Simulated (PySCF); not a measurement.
Compound: C₃H₈B (charge -1).
InChI=1S/C3H8B/c1-2-3-4/h2-3H,1,4H3/q-1/b3-2-

All values: PBE0/pcSseg-1 (PySCF, non-relativistic), on one gas-phase PBE0-D3(BJ)/def2-SVP geometry that isn't relaxed in the solvent. The solvent is an IEF-PCM continuum (cavity from Bondi-type radii × 1.2). Only the electrostatic response of the medium enters.

```csv
run,E − E(gas) (kcal/mol),HOMO (eV),HOMO–LUMO gap (eV)
gas,0.00,-1.33,7.04
P,-51.51,-5.47,7.28
Q,-45.36,-5.00,7.26
```

Q: The runs were made in chloroform and dichloromethane. Which run belongs to which solvent?

A: P = dichloromethane, Q = chloroform. The dielectric constants are 4.711 (chloroform), 8.93 (dichloromethane), and the energy falls further as ε rises. In this model the ground state sees the solvent through ε alone.

Q: How constant is the ratio of the lowering to 1 − 1/ε?

A: 
| solvent | 1 − 1/ε | E − E(gas) (kcal/mol) | ratio (kcal/mol) | polarisation term (kcal/mol) |
| --- | --- | --- | --- | --- |
| chloroform | 0.788 | -45.36 | -57.6 | -46.50 |
| dichloromethane | 0.888 | -51.51 | -58.0 | -53.13 |

The ratio changes by +0.7 % in size from chloroform to dichloromethane. The polarisation term is half the interaction of the solute with the induced surface charges.

The run took about 18 s of CPU time (one thread, shared machine). This is the whole shielding run at PBE0/pcSseg-1 in dichloromethane, SCF included.
